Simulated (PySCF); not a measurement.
Job file and geometry (Å, from GFN2-xTB) of an NMR shielding run on `[SiH3][SiH2]/C(Cl)=C/CB(Cl)Cl`, C3H8BCl3Si2, GIAO PBE0/pcSseg-1 NMR shielding, non-relativistic, gas phase in PySCF; density fitting, a coarse starting grid and PySCF grid level 2 are the driver's defaults:

```
$ OMP_NUM_THREADS=1 python probes_run.py task.json out

{"job": {"kind": "nmr", "xc": "PBE0", "basis": "pcSseg-1"}, "charge": 0, "multiplicity": 1}
Si     3.008123    -0.887339    -0.468196
Si     1.740430     0.162955     1.163856
C     -0.075672     0.140699     0.627374
Cl    -0.741723    -1.455101     0.398075
C     -0.886656     1.146146     0.337035
C     -2.296461     0.952517    -0.132549
B     -2.546694    -0.508308    -0.765285
Cl    -3.896799    -1.476859    -0.211594
Cl    -2.006773    -0.786750    -2.418974
H      4.431821    -0.820359    -0.127354
H      2.662648    -2.304030    -0.605991
H      2.833314    -0.258501    -1.778835
H      1.748965    -0.489972     2.478903
H      2.032639     1.582751     1.395395
H     -0.526026     2.155182     0.466151
H     -2.962652     1.130678     0.717960
H     -2.525481     1.728322    -0.867348
```

Task: Write the output of this run.

Result: 
```
coarse grid: 17424 points
cycle   1  E = -2102.5618621267  dE =  9.370e-01  |g| = 3.800e-01  |ddm| = 3.907e+00
cycle   2  E = -2102.5561263541  dE =  5.736e-03  |g| = 4.255e-01  |ddm| = 8.236e-01
cycle   3  E = -2102.5996283582  dE = -4.350e-02  |g| = 9.556e-02  |ddm| = 4.737e-01
cycle   4  E = -2102.6017267698  dE = -2.098e-03  |g| = 3.929e-02  |ddm| = 1.283e-01
cycle   5  E = -2102.6020715688  dE = -3.448e-04  |g| = 1.063e-02  |ddm| = 3.899e-02
cycle   6  E = -2102.6020996947  dE = -2.813e-05  |g| = 2.975e-03  |ddm| = 1.476e-02
cycle   7  E = -2102.6021018894  dE = -2.195e-06  |g| = 8.076e-04  |ddm| = 4.339e-03
final grid: 146904 points
cycle   8  E = -2102.6492712405  dE = -4.128e-05  |g| = 6.856e-03  |ddm| = 2.759e-02
cycle   9  E = -2102.6492658878  dE =  5.353e-06  |g| = 7.639e-03  |ddm| = 1.396e-02
cycle  10  E = -2102.6492809967  dE = -1.511e-05  |g| = 1.286e-03  |ddm| = 8.969e-03
cycle  11  E = -2102.6492813375  dE = -3.408e-07  |g| = 3.047e-04  |ddm| = 1.741e-03
cycle  12  E = -2102.6492813608  dE = -2.331e-08  |g| = 9.264e-05  |ddm| = 3.960e-04
cycle  13  E = -2102.6492813627  dE = -1.864e-09  |g| = 3.344e-05  |ddm| = 1.035e-04
cycle  14  E = -2102.6492813630  dE = -2.792e-10  |g| = 6.644e-06  |ddm| = 3.366e-05
converged SCF energy = -2102.6492813630

GIAO shielding tensors (ppm)
atom      isotropic    diamagn.    paramagn.     s11        s22        s33       span
  0 Si     465.812     879.601    -413.789    455.441    467.470    474.527     19.086
  1 Si     419.674     881.061    -461.386    382.704    413.415    462.904     80.200
  2 C       48.658     263.746    -215.088    -45.299     90.392    100.883    146.182
  3 Cl     609.708    1150.238    -540.530    448.566    606.079    774.480    325.914
  4 C       32.842     253.963    -221.121    -76.982     48.903    126.605    203.587
  5 C      147.984     251.631    -103.647    134.659    143.758    165.536     30.877
  6 B       53.945     184.123    -130.178     17.855     52.659     91.322     73.467
  7 Cl     738.519    1146.167    -407.648    549.625    811.851    854.082    304.457
  8 Cl     727.047    1147.659    -420.612    487.904    799.723    893.513    405.609
  9 H       28.294      27.834       0.460     24.743     25.375     34.765     10.022
 10 H       27.964      28.900      -0.936     24.049     27.375     32.467      8.417
 11 H       28.153      29.004      -0.851     24.544     26.889     33.025      8.481
 12 H       27.282      28.756      -1.474     23.450     25.885     32.510      9.061
 13 H       27.363      29.475      -2.112     23.440     26.139     32.510      9.070
 14 H       25.111      33.046      -7.935     22.228     24.996     28.109      5.881
 15 H       29.215      28.699       0.515     25.150     28.217     34.277      9.127
 16 H       29.569      28.945       0.624     26.310     28.022     34.374      8.064
```

Size and cost of the density-fitted run: 228 basis functions, 58 s wall time on 1 thread of an Arm Neoverse V1, shared host; peak memory 1.1 GiB.
